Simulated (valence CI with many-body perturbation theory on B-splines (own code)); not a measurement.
Hyperfine factors and g values of Os⁴⁵⁺

Calculated by configuration interaction combined with many-body perturbation theory (CI+MBPT): three valence electrons over a frozen Dirac-Fock core [Ar] 3d10, a basis of 11 s, 11 p, 9 d, 7 f, 5 g, 2 h, 1 i functions for each j, with the one-electron correlation potential Σ1 (screened to all orders), the two-electron term Σ2, the three-electron term Σ3, Breit, model QED; selected single and double excitations, second order for the rest (own B-spline code, finite nucleus).

The last digits are not significant, and no measured levels were compared; by estimate large intervals hold to a few tenths of a per cent, small ones and those within an open d or f shell to about a per cent.

A/g_I is the dipole constant over the nuclear g factor μ/I (μ in nuclear magnetons, uniformly magnetised nucleus), B/Q the quadrupole constant per barn. Both hold the static response of the core; the bare values leave it out. Large factors of s and p1/2 electrons are usually good to 5 to 10 %; those of open d and f shells near neutrality can be off by tens of per cent, and small factors of p3/2, d and f electrons come from cancelling terms and can be off by a factor of two or in sign, in half-filled shells by more. B is blank for J = 1/2, where it vanishes, and for nearly pure S terms. Energies count from the lowest level.

Levels are named by their leading jj configuration (3d3/2^4 stands for four electrons in 3d with j = 3/2), which in mixed levels can hold well under half, so a name can repeat and another be missing. Letters in brackets count levels of one name in rising energy.

```
                     Level  E (× 10³ cm⁻¹)      g  A/g_I (MHz)  A/g_I bare  B/Q (MHz/b)  B/Q bare
        (4s^2 4p1/2) J=1/2            0.00  0.658       597000      579000                       
        (4s 4p1/2^2) J=1/2          822.19  2.174      1800000     1740000                       
        (4s^2 4p3/2) J=3/2          913.32  1.329        67000       64500       134000    130000
(4s 4p1/2 4p3/2) J=3/2 [a]          1623.9  1.654       425000      412000       109000    106000
    (4s 4p1/2 4p3/2) J=5/2          1694.6  1.355       521000      504000        97000     94000
(4s 4p1/2 4p3/2) J=3/2 [b]          1794.1  0.981        13700       13300        85600     83000
    (4s 4p1/2 4p3/2) J=1/2          1814.0  1.242      -643000     -623000                       
        (4s^2 4d3/2) J=3/2          2268.6  0.816        23400       23700        17900     17900
        (4s^2 4d5/2) J=5/2          2428.5  1.252        85200       83100        10500     10600
        (4s 4p3/2^2) J=5/2          2610.8  1.378       358000      347000        55100     53500
     (4p1/2^2 4p3/2) J=3/2          2617.4  1.324        61800       60300       126000    122000
        (4s 4p3/2^2) J=1/2          2726.8  1.904      1840000     1780000                       
        (4s 4p3/2^2) J=3/2          2756.5  1.195      -280000     -271000       -27700    -26900
(4s 4p1/2 4d3/2) J=3/2 [a]          2916.0  0.500      -165000     -159000        27500     27000
    (4s 4p1/2 4d3/2) J=5/2          2976.3  1.038       480000      465000         5300      5600
    (4s 4p1/2 4d3/2) J=1/2          3085.8  0.395      -745000     -720000                       
(4s 4p1/2 4d3/2) J=3/2 [b]          3096.2  1.298       466000      452000        17500     17100
(4s 4p1/2 4d5/2) J=5/2 [a]          3176.4  1.355       171000      166000        22400     22100
    (4s 4p1/2 4d5/2) J=7/2          3221.2  1.247       349000      339000         1740      2140
(4s 4p1/2 4d5/2) J=5/2 [b]          3267.1  1.067        26300       26300        24600     24200
    (4s 4p1/2 4d5/2) J=3/2          3273.4  1.156      -360000     -348000        -2680     -2320
     (4p1/2 4p3/2^2) J=5/2          3527.4  1.151       164000      159000        25600     24800
     (4p1/2 4p3/2^2) J=3/2          3527.6  1.364       -63700      -60900        25600     24900
     (4p1/2 4p3/2^2) J=1/2          3578.0  0.660       586000      566000                       
        (4s^2 4f5/2) J=5/2          3830.9  0.864       -29900      -28200        32200     30700
        (4s^2 4f7/2) J=7/2          3878.8  1.169       100000       97800        67900     65300
     (4p1/2^2 4d3/2) J=3/2          3880.1  0.772        33400       32500        23400     23100
(4s 4p3/2 4d3/2) J=3/2 [a]          3900.1  1.323       264000      256000        -6650     -6710
(4s 4p3/2 4d3/2) J=1/2 [a]          3900.6  2.304       936000      906000                       
(4s 4p3/2 4d3/2) J=5/2 [a]          3902.4  1.256       305000      296000        24700     23800
    (4s 4p3/2 4d3/2) J=7/2          3952.6  1.257       209000      203000        54500     52700
    (4s 4p3/2 4d5/2) J=9/2          4003.8  1.329       234000      228000       163000    158000
(4s 4p3/2 4d3/2) J=3/2 [b]          4018.1  0.984        18300       18300       -74300    -71900
(4s 4p3/2 4d3/2) J=1/2 [b]          4089.5  0.586       250000      243000                       
(4s 4p3/2 4d5/2) J=5/2 [a]          4100.6  1.349       361000      350000       -73100    -70800
(4s 4p3/2 4d3/2) J=5/2 [b]          4120.7  0.950       -85700      -82500        80500     78400
     (4p1/2^2 4d5/2) J=5/2          4121.6  1.192         4420        5840        19300     19100
(4s 4p3/2 4d5/2) J=3/2 [a]          4137.5  1.178      -130000     -125000       -75300    -72900
(4s 4p3/2 4d5/2) J=7/2 [a]          4157.4  1.189        48200       47200       134000    130000
(4s 4p3/2 4d5/2) J=7/2 [b]          4240.9  1.209        81500       79700        69200     67500
```

(1) Take the isotope of mass number 189, with I = 3/2, μ = 0.6576 μN and Q = 0.86 b. What is the hyperfine structure of (4s 4p1/2 4p3/2) J=3/2 [b]?

## Answers

(1) From the table A = 6000 MHz, B = 73600 MHz. Shifts from the centre of gravity in MHz: F = 0: 69500, F = 1: 1900, F = 2: -59700, F = 3: 31900.
